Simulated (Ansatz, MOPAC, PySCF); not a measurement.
Molecule: C2H10GeN2 (charge 0, singlet). SMILES: N[CH2][GeH2][CH2]N
Geometry: optimised at B3LYP-D3(BJ)/def2-TZVP (Ansatz, an electronic-structure program).

Unscaled harmonic wavenumbers (cm⁻¹) in rising order, each level at the stationary point that it reaches from this structure (no distance between atoms moves by over 0.3 Å); the order of modes can differ between levels, and a negative number is imaginary. B3LYP-D3(BJ)/def2-TZVP (PySCF, at the structure above): 65, 86, 136, 227, 239, 239, 290, 454, 536, 588, 663, 672, 770, 776, 862, 873, 881, 1053, 1056, 1090, 1111, 1254, 1254, 1334, 1340, 1491, 1495, 1662, 1667, 2114, 2121, 2961, 2962, 3069, 3069, 3481, 3482, 3558, 3558.

AM1 (MOPAC): 37, 50, 104, 151, 181, 237, 277, 394, 499, 532, 537, 589, 651, 689, 709, 938, 947, 1082, 1086, 1165, 1182, 1321, 1327, 1359, 1359, 1449, 1450, 1729, 1735, 1921, 1935, 3006, 3006, 3079, 3079, 3403, 3403, 3450, 3450. Zero-point energy 76.5 against 78.0 kcal/mol; where all levels lie over 400 cm⁻¹, the wavenumbers are on average 0.978 times those of B3LYP-D3(BJ)/def2-TZVP.

HF/6-31G* with LANL2DZ past Ar (Ansatz): 63, 88, 138, 248, 260, 276, 317, 487, 559, 623, 721, 743, 865, 876, 956, 1005, 1005, 1138, 1139, 1196, 1216, 1388, 1389, 1478, 1486, 1632, 1636, 1839, 1844, 2177, 2189, 3158, 3159, 3249, 3249, 3721, 3721, 3804, 3804. Zero-point energy 84.1 against 78.0 kcal/mol; where all levels lie over 400 cm⁻¹, the wavenumbers are on average 1.088 times those of B3LYP-D3(BJ)/def2-TZVP.
